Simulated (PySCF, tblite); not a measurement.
Species: C5H10OSSi2.
Geometry (GFN2-xTB, Å), atoms numbered from 1 in this order:
```
atom  x, y, z in Å
C1     3.7782    0.1187    1.4704
C2     2.9094   -0.4619    0.8747
Si3    1.5641   -1.3252   -0.0558
C4     0.2282   -0.0243   -0.4633
C5    -0.3081    0.6137    0.8182
O6    -1.2117    1.6811    0.5968
C7    -2.4942    1.3216    0.2563
S8    -2.7223    0.8155   -1.5052
Si9   -1.2062   -0.6993   -1.5087
H10    4.5394    0.6239    1.9933
H11    1.0021   -2.3758    0.8010
H12    2.0943   -1.8760   -1.3047
H13    0.7079    0.7769   -1.0364
H14   -0.7920   -0.1473    1.4506
H15    0.5090    1.0646    1.3900
H16   -3.1246    2.2016    0.3824
H17   -2.8701    0.4958    0.8745
H18   -0.8475   -0.9009   -2.9010
H19   -1.7657   -1.8933   -0.8695
```

Method used: PBE0/pcSseg-1 in PySCF (dipole) on a GFN2-xTB geometry, gas phase.

Take the most abundant isotopes and a rigid rotor. The values belong to one conformer with, in the numbering `[CH:1]#[C:2][SiH2:3][C@@H:4]1[CH2:5][O:6][CH2:7][S:8][SiH2:9]1`, C2–Si3–C4–C5 -59°, Si3–C4–C5–O6 174°, C4–C5–O6–C7 78°, C5–O6–C7–S8 -78°, O6–C7–S8–Si9 55°.

(1) Give the principal moments of inertia and the rotational constants in GHz.

(2) What kind of rotor is it?

(3) Is it planar, by Δ = Ic − Ia − Ib?

(4) Give the other two planar moments, Paa and Pbb, and the rms extents of the mass along the axes.

(5) Where do the levels up to J = 2 lie, in K?

(6) Which lines would a microwave search look for?

(7) Estimate the classical rotational partition function at 10 K, 25 K and 50 K.

## Answers

(1) Ia = 240.00, Ib = 918.02, Ic = 1103.63 u·Å²; 505379 MHz·u·Å²/I gives 2106, 550.5 and 457.9 MHz, that is A = 2.1057, B = 0.5505, C = 0.4579 GHz.

(2) An asymmetric top: κ = (2 × 550.5 − 2106 − 457.9)/(2106 − 457.9) = -0.89.

(3) Not planar: Δ = Ic − Ia − Ib = -54.39 u·Å². For a rigid frame Δ = −2 Σ m c², so Σ m c² = 27.20 u·Å² lies off the ab plane: 13.19 from hydrogen and 14.01 from heavier atoms. The atom farthest from that plane is 1.75 Å away.

(4) Paa = Σ m a² = (Ib + Ic − Ia)/2 = 890.83 and Pbb = Σ m b² = (Ia + Ic − Ib)/2 = 212.81 u·Å². With the mass M = 174.00 u, the rms extents √(P/M) along a, b and c are 2.26, 1.11, 0.40 Å.

(5) Above 0(0,0), as E/k:
J = 1: 1(0,1) 0.048, 1(1,1) 0.123, 1(1,0) 0.127
J = 2: 2(0,2) 0.145, 2(1,2) 0.215, 2(1,1) 0.229, 2(2,1) 0.453, 2(2,0) 0.453
Those of J = 1 are B + C, A + C and A + B.

(6) The dipole components are |μa| = 1.98 D, |μb| = 0.20 D, |μc| = 1.06 D. Intensities carry the squares of the components, which stand as 1.00 : 0.01 : 0.28 (a : b : c). Some lines, for components of 0.1 D or more:

| type | branch | J(Ka,Kc) | MHz | lower level (cm⁻¹) |
| --- | --- | --- | --- | --- |
| b | R | 2(0,2) ← 1(1,1) | 458 | 0.086 |
| a | R | 1(0,1) ← 0(0,0) | 1008 | 0.000 |
| c | Q | 2(1,2) ← 2(0,2) | 1467 | 0.101 |
| c | Q | 1(1,1) ← 1(0,1) | 1555 | 0.034 |
| b | Q | 1(1,0) ← 1(0,1) | 1648 | 0.034 |
| b | Q | 2(1,1) ← 2(0,2) | 1744 | 0.101 |
| a | R | 2(1,2) ← 1(1,1) | 1924 | 0.086 |
| a | R | 2(0,2) ← 1(0,1) | 2013 | 0.034 |
| a | R | 2(1,1) ← 1(1,0) | 2109 | 0.089 |
| b | R | 1(1,1) ← 0(0,0) | 2564 | 0.000 |
| c | R | 1(1,0) ← 0(0,0) | 2656 | 0.000 |
| b | R | 2(1,2) ← 1(0,1) | 3479 | 0.034 |
| c | R | 2(1,1) ← 1(0,1) | 3757 | 0.034 |
| c | Q | 2(2,1) ← 2(1,1) | 4666 | 0.159 |
| b | Q | 2(2,0) ← 2(1,1) | 4670 | 0.159 |
| b | Q | 2(2,1) ← 2(1,2) | 4943 | 0.150 |
| b | R | 2(2,1) ← 1(1,0) | 6775 | 0.089 |
| c | R | 2(2,0) ← 1(1,0) | 6779 | 0.089 |
| c | R | 2(2,1) ← 1(1,1) | 6868 | 0.086 |
| b | R | 2(2,0) ← 1(1,1) | 6872 | 0.086 |

(7) Point group C1, symmetry number σ = 1; q = (√π/σ)·√((kT/h)³/(ABC)), k/h = 20836.6 MHz/K: 7320 at 10 K, 28900 at 25 K, 81800 at 50 K.

Its GFN2-xTB frequencies are all real (lowest 31 cm⁻¹). Constants of a rigid frame at the computed geometry: no zero-point averaging, no centrifugal distortion.

Time: 1.9 min wall (with the writing of density and orbital grids); peak memory 1.1 GiB. Hardware: an Arm Neoverse N1 with one thread, no GPU, shared host. This is the PBE0/pcSseg-1 job that gave the dipole, with the shieldings it also computed.
